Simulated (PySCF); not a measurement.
This triplet lies 0.26 eV above the relaxed singlet at the level B3LYP-D3(BJ)/def2-TZVP (PySCF); other levels give the other order.

B3LYP has the VWN-RPA correlation part, as in Gaussian. 

Cartesian coordinates (Å):
SMILES: C[N+]C=C
```xyz
10

C      1.9078    -0.1761    -0.6080
C      0.7335    -0.4920     0.0725
N     -0.3400     0.2094     0.0219
C     -1.6708     0.4561     0.3848
H      1.9708     0.7045    -1.2319
H      2.7663    -0.8237    -0.5081
H      0.6812    -1.3880     0.7038
H     -1.7457     1.4103     0.9135
H     -2.3093     0.4535    -0.5028
H     -1.9939    -0.3539     1.0606
```
Charge +1, spin multiplicity 3.

Q: What is the computed highest occupied spin orbital and total energy (B3LYP-D3(BJ)/def2-TZVP (PySCF 2.14.0))?

A: 
- highest occupied spin orbital = -12.90 eV
- total energy = -172.3742 Ha
